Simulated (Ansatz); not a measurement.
Reaction (formal exchange of groups at a Ge–Si bond): `[GeH3][SiH2][GeH2][SiH2][GeH3]` + `[SiH3][SiH2][GeH3]` → `[SiH3][SiH2][GeH2][GeH2][SiH2][GeH3]` + `[SiH3][GeH3]`

Calculated with Ansatz (gas phase, PBE0-D4/def2-TZVP geometries, no zero-point term in ΔE). CCSD(T)/CBS adds triple-zeta CCSD(T) − MP2 to the extrapolated MP2 energy (def2 sets, frozen cores). DFT in def2-TZVPP. HSE06 is defined as in plane-wave codes. For Ge outer-core shells are correlated without core-valence functions, which leaves a few kJ/mol of doubt a bond. Scalar relativity is left out up to krypton. One conformer a species, not always the lowest.

`[GeH3][SiH2][GeH2][SiH2][GeH3]`:

Cartesian coordinates in Å:
```
Ge -1.980 1.332 1.205
Si -1.221 -0.920 1.300
Ge -0.549 -1.630 -0.871
Si 0.914 0.010 -1.787
Ge 2.610 0.539 -0.206
H -3.174 1.451 0.242
H -2.417 1.840 2.590
H -0.854 2.243 0.686
H -0.048 -1.000 2.214
H -2.296 -1.797 1.840
H 0.175 -2.988 -0.788
H -1.787 -1.804 -1.771
H 0.128 1.238 -2.088
H 1.531 -0.473 -3.053
H 3.581 1.599 -0.752
H 1.972 1.083 1.084
H 3.415 -0.722 0.153
```

`[SiH3][SiH2][GeH3]`:

```xyz
11

Si   -0.442    1.716    0.859
Si   -0.574    0.078   -0.802
Ge    0.850   -1.754   -0.273
H    -1.325    2.872    0.550
H     0.959    2.202    0.975
H    -0.852    1.137    2.167
H    -0.167    0.654   -2.114
H    -1.976   -0.408   -0.923
H     0.440   -2.374    1.073
H     2.308   -1.277   -0.159
H     0.779   -2.847   -1.354
```

`[SiH3][SiH2][GeH2][GeH2][SiH2][GeH3]`:

```xyz
20

Si    0.322   -2.093   -1.708
Si   -1.677   -1.818   -0.527
Ge   -2.141    0.469   -0.042
Ge   -0.885    1.231    1.891
Si    1.424    0.731    1.617
Ge    2.178    1.609   -0.462
H     1.484   -1.652   -0.891
H     0.285   -1.287   -2.957
H     0.514   -3.525   -2.066
H    -2.788   -2.386   -1.342
H    -1.613   -2.578    0.753
H    -1.777    1.342   -1.258
H    -3.648    0.650    0.228
H    -1.443    0.543    3.151
H    -1.075    2.751    2.056
H     2.229    1.308    2.729
H     1.598   -0.747    1.634
H     2.234    3.145   -0.388
H     3.576    1.083   -0.829
H     1.203    1.223   -1.587
```

`[SiH3][GeH3]`:

Z-matrix (Å, degrees):
```
Si
Ge 1 2.378
H 1 1.487 2 110.1
H 1 1.487 2 110.1 3 -120.0
H 1 1.487 2 110.1 3 120.0
H 2 1.538 1 110.6 3 179.7
H 2 1.538 1 110.6 3 -60.3
H 2 1.538 1 110.6 3 59.7
```

```json
{"level": "r2SCAN0-D4", "ΔE (kJ/mol)": "-15.2"}
{"level": "r2SCANh", "ΔE (kJ/mol)": "-12.6"}
{"level": "HSE06", "ΔE (kJ/mol)": "-10.6"}
{"level": "MP2/def2-SVP", "ΔE (kJ/mol)": "-17.3"}
{"level": "SCS-MP2/def2-TZVPP", "ΔE (kJ/mol)": "-19.1"}
{"level": "MP2/def2-QZVPP", "ΔE (kJ/mol)": "-20.2"}
{"level": "SCS-MP2/def2-QZVPP", "ΔE (kJ/mol)": "-18.5"}
{"level": "CCSD/CBS(def2)", "ΔE (kJ/mol)": "-16.9"}
```

(1) What does CCSD(T)/CBS give? (Best estimate.)

Largest T1 diagnostic among the species: 0.013.

## Answers

(1) The calculation gave: -17.4 kJ/mol. The listed levels differ from it by 2.2, 4.8, 6.8, 0.1, -1.7, -2.8, -1.1, 0.5 kJ/mol.

Leaving LDA and LC-ωPBE aside and taking each functional with its dispersion term where it has one, the values, not all of them listed here, spread over 12.4 kJ/mol, from BHLYP-D4 to B97M-V. LDA lies −3.1 kJ/mol from PBE without D4. In def2-TZVPP, CCSD(T) changes the Hartree–Fock value by −4.8 kJ/mol (the triples alone add −0.5 kJ/mol) and MP2 by −7.6 kJ/mol.
